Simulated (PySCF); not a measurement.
Vertical excitations of a molecule C2H7BO3 from TDA-PBE/def2-SVPD (PySCF), as energy in eV (oscillator strength): 5.67 (0.003), 6.34 (0.003), 6.55 (0.005), 6.82 (0.008), 6.95 (0.002), 7.06 (0.037), 7.27 (0.007), 7.31 (0.009), 7.50 (0.008), 7.66 (0.013). Lowest triplet (TDA): 5.45 eV. The structure is a stationary point at B3LYP-D3(BJ)/def2-SVP. One conformer was computed; it need not be the lowest.

Q: Which structure fits?
(A) CCOB(O)O
(B) OCCB(O)O
(C) COB(O)CO
(D) COB(O)OC

A: C, COB(O)CO
